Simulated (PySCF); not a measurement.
F2H4SSi2, SMILES F[SiH](S[SiH3])F. Geometry: PBE-D3(BJ)/def2-SVP. The structure was generated by enumeration, and PubChem lists no compound with its InChIKey, so it may never have been made. The values are those of a single conformer.

Task: Give the equilibrium geometry at PBE-D3(BJ)/def2-SVP (PySCF confirms it by a frequency run) as a Z-matrix. (Estimate from the structure and the level; the computed values follow.)

Result: Several could match; the one computed here: 
```
S
Si 1 2.1244
F 2 1.6272 1 112.02
F 2 1.6337 3 105.57 1 118.29
H 2 1.4871 3 108.45 4 118.09
Si 1 2.1857 2 98.02 5 -148.92
H 6 1.4988 1 111.04 2 74.94
H 6 1.4992 7 110.15 1 -114.59
H 6 1.4996 7 110.47 8 -122.21
```
